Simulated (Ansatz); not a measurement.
Start from `CCB(F)S` and change one atom or group to get `CCBS`.

Ansatz, PBE0-D4/def2-TZVP geometries, multiplicity 1. Each molecule was computed in one conformer, which needn't be the lowest.

```tsv
property	`CCB(F)S`
HOMO–LUMO gap (PBE/def2-TZVPP) / eV	5.62
LUMO energy (PBE0/def2-TZVPP) / eV	-0.21
HOMO–LUMO gap (ωB97M-V/def2-TZVPP) / eV	11.99
HOMO energy (ωB97M-V/def2-TZVPP) / eV	-10.22
HOMO energy (PBE0/def2-TZVPP) / eV	-8.03
HOMO energy (PBE/def2-TZVPP) / eV	-6.80
```

(1) What does the change do to each property? (Estimate.)

Answers

(1) Ansatz gave: 
```tsv
property	`CCBS`	shift
HOMO–LUMO gap (PBE/def2-TZVPP) / eV	5.17	-0.45
LUMO energy (PBE0/def2-TZVPP) / eV	-0.81	-0.60
HOMO–LUMO gap (ωB97M-V/def2-TZVPP) / eV	11.44	-0.55
HOMO energy (ωB97M-V/def2-TZVPP) / eV	-10.29	-0.07
HOMO energy (PBE0/def2-TZVPP) / eV	-8.09	-0.06
HOMO energy (PBE/def2-TZVPP) / eV	-6.93	-0.13
```

With PBE0 the HOMO falls by 0.06 eV and the LUMO falls by 0.60 eV, so the gap narrows by about 0.54 eV. PBE moves the HOMO by -0.13 eV and ωB97M-V by -0.07 eV.
